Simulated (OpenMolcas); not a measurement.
An OpenMolcas run meant for B II (ANO-RCC-VTZP, DKH2; inactive shells 1s; intended active space 2 electrons in 9 orbitals (RAS2 2s 2p; RAS3 3d, at most 2 electrons)). One step of its input:

```
&CASPT2
Multistate=3 1 2 3
Frozen=0 0
IPEA=0.25
Imaginary=0.1
MaxIter=60
WThr=0.0 0.3 0.05
PrWF=0.5
NoMix
Deleted=6 7
```

The run finished. Its levels beside those of a sound run (MS-RASPT2, IPEA 0.25 Eh, imaginary shift 0.1 Eh (closed shells correlated: 1s)), in cm-1 above each run's lowest level:

| Level | This run | Usual run |
| --- | --- | --- |
| 2s2 1S0 | 0.0 | 0.0 |
| 2s 2p 3P* 0 | 37376 | 37187 |
| 2s 2p 3P* 1 | 37383 | 37194 |
| 2s 2p 3P* 2 | 37398 | 37209 |
| 2s 2p 1P* 1 | 74870 | 74186 |
| 2p2 3P0 | 99461 | 99076 |
| 2p2 3P1 | 99469 | 99084 |
| 2p2 3P2 | 99483 | 99098 |
| 2p2 1D2 | 103657 | 102880 |
| 2p2 1S0 | 132875 | 131043 |

Q: Which setting is unsound, and how much does it matter here?

A: Nearly half of the orbitals are deleted from the virtual space, which removes much of the correlation energy. Against the sound run the excited levels shown move by 560 cm-1 on average and by 1800 cm-1 at most.

Active for correlation alone: 3d; no level in the range computed is led by a configuration that fills it, so any true level of that kind is missing. Levels of configurations outside the active space are missing.

* marks odd parity.
